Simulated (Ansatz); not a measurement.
Program: Ansatz. Geometries: PBE0-D4/def2-TZVP. ΔE: electronic, gas phase. CCSD(T)/CBS is the MP2 limit (def2-TZVPP, def2-QZVPP) plus CCSD(T) − MP2 in def2-TZVPP, frozen cores. This one scheme is used for every species. DFT in def2-TZVPP. One conformer a species, not always the lowest.

Consider the formal exchange of groups at a B–O bond: `BCB(O)F` + CH₄ → `BCB(C)F` + H₂O.

| level | ΔE (kcal/mol) |
| --- | --- |
| r2SCAN-D4 | 33.3 |
| PBE0 | 32.2 |

(1) What does CCSD(T)/CBS give? (Best estimate.)

Largest T1 diagnostic among the species: 0.013.

Answers

(1) Ansatz gave: +31.6 kcal/mol. The listed levels differ from it by 1.7, 0.6 kcal/mol.

In def2-TZVPP, CCSD(T) changes the Hartree–Fock value by −2.8 kcal/mol (the triples alone add −0.1 kcal/mol) and MP2 by −2.8 kcal/mol.
